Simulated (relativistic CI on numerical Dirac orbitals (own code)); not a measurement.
**Energy levels of S I**

Calculated at this level of theory: Dirac-Coulomb-Breit CI, separate exchange-only KLI orbitals for each configuration, model QED (radiative potential, 1s self-energy scaled to tabulated hydrogen-like ionisation energies), valence Slater integrals scaled by 0.85, P86 correlation estimate, and configurations built on the next ion tied to the tabulated ionisation energy (semi-empirical) (own radial code, finite nucleus).

CI space (outside the closed core [Ne]): 3s2 3p4, 3s2 3p3 4s, 3s2 3p3 4p, 3s2 3p3 3d, 3s2 3p3 5s, 3s 3p5, 3s2 3p3 5p, 3s2 3p3 4d, 3s2 3p3 6s, 3s2 3p3 4f, 3s2 3p2 3d2, 3p6, 3s2 3p3 5d, 3s2 3p3 5f, 3s2 3p3 5g, 3s2 3p2 4s2, 3s 3p4 3d, 3s2 3p2 4s 4p, 3s2 3p2 3d 4s. Levels of other configurations are missing.

The lowest level is 3s2 3p4 3P_2, with 99 % of that term; Hund's rules for 3s2 3p4 give 3P with J = 2, in agreement.

| No. | Configuration | Term | J | E (cm⁻¹) | % | Lifetime (s) |
| --- | --- | --- | --- | --- | --- | --- |
| 1 | 3s2 3p4 | 3P | 2 | 0.0 | 99 |  |
| 2 | 3s2 3p4 | 3P | 1 | 394.7 | 99 | 7.24e+02 |
| 3 | 3s2 3p4 | 3P | 0 | 570.3 | 99 | 3.43e+03 |
| 4 | 3s2 3p4 | 1D | 2 | 9927.5 | 99 | 2.48e+01 |
| 5 | 3s2 3p4 | 1S | 0 | 18882.4 | 96 | 1.69e+00 |
| 6 | 3p3(4S°) 4s | 5S° | 2 | 52608.4 | 100 | 1.56e-05 |
| 7 | 3p3(4S°) 4s | 3S° | 1 | 55277.2 | 99 | 1.67e-09 |
| 8 | 3p3(4S°) 4p | 5P | 1 | 62784.8 | 100 | 3.65e-08 |
| 9 | 3p3(4S°) 4p | 5P | 2 | 62794.7 | 100 | 3.65e-08 |
| 10 | 3p3(4S°) 4p | 5P | 3 | 62810.4 | 100 | 3.63e-08 |
| 11 | 3p3(4S°) 4p | 3P | 1 | 64089.7 | 99 |  |
| 12 | 3p3(4S°) 4p | 3P | 0 | 64091.6 | 99 |  |
| 13 | 3p3(4S°) 4p | 3P | 2 | 64092.3 | 99 |  |
| 14 | 3p3(4S°) 3d | 5D° | 4 | 68412.3 | 97 |  |
| 15 | 3p3(4S°) 3d | 5D° | 3 | 68415.0 | 97 |  |
| 16 | 3p3(4S°) 3d | 5D° | 2 | 68417.1 | 97 |  |
| 17 | 3p3(4S°) 3d | 5D° | 1 | 68418.6 | 97 |  |
| 18 | 3p3(4S°) 3d | 5D° | 0 | 68419.4 | 97 |  |
| 19 | 3p3(2D°) 4s | 3D° | 1 | 69079.8 | 96 | 6.58e-09 |
| 20 | 3p3(2D°) 4s | 3D° | 2 | 69090.5 | 97 | 6.49e-09 |
| 21 | 3p3(2D°) 4s | 3D° | 3 | 69109.3 | 97 | 6.34e-09 |
| 22 | 3p3(2D°) 4s | 1D° | 2 | 70449.2 | 86 | 2.09e-09 |
| 23 | 3p3(4S°) 3d | 3D° | 1 | 70498.0 | 91 | 4.48e-09 |
| 24 | 3p3(4S°) 3d | 3D° | 3 | 70503.8 | 91 | 4.50e-09 |
| 25 | 3p3(4S°) 3d | 3D° | 2 | 70506.7 | 78 | 3.81e-09 |
| 26 | 3p3(4S°) 5s | 5S° | 2 | 70539.6 | 100 |  |
| 27 | 3p3(4S°) 5s | 3S° | 1 | 71483.8 | 99 | 3.51e-09 |
| 28 | 3p3(4S°) 5p | 5P | 1 | 73843.9 | 100 |  |
| 29 | 3p3(4S°) 5p | 5P | 2 | 73847.2 | 100 |  |
| 30 | 3p3(4S°) 5p | 5P | 3 | 73852.5 | 100 |  |

Energies count from the lowest computed level; ° marks odd parity; lifetimes are radiative, by E1, M1, E2, M2, E3 decay to levels of this space only; some are left blank where a channel outside the calculation adds to the decay or the decay crosses a small, uncertain gap. Percentages are summed over parent terms; the parents shown are those of the largest component, closed shells are left out there.

The mean weight of the leading LS term, summed over parents, in these 30 levels is 97 %, and that of the leading jj configuration (from the same eigenvectors) 53 %, so LS coupling describes them better.

Configurations that consist of the next ion and one excited electron were tied to the tabulated ionisation energy; Rydberg ones are usually within 1,000 to 3,000 cm⁻¹ and the lowest ones within about 6,000 (9,000 in d shells), while levels on excited terms of the next ion carry the error of that term, and the other configurations can be misplaced by 10,000 cm⁻¹ or more. Rates follow the energies as ν³ (E1, M1) or ν⁵ (E2), so rates, branching and lifetimes can be off by large factors. The fine structure of a lone outer electron comes out too small, for d and f at times inverted, and misplaced configurations move strength between like terms. 63 of the 68 excited levels that our extract of the measured tables holds in this range could be paired (the sources list more); they are missed by 582 cm⁻¹ on average and 3298 at most, and levels without a partner can miss by more.

Landé's interval rule says that E(J) − E(J−1) = AJ with one A. For the ground term the intervals give A = -175.6, -197.3 cm⁻¹ for J = 1, 2; the multiplet is inverted.
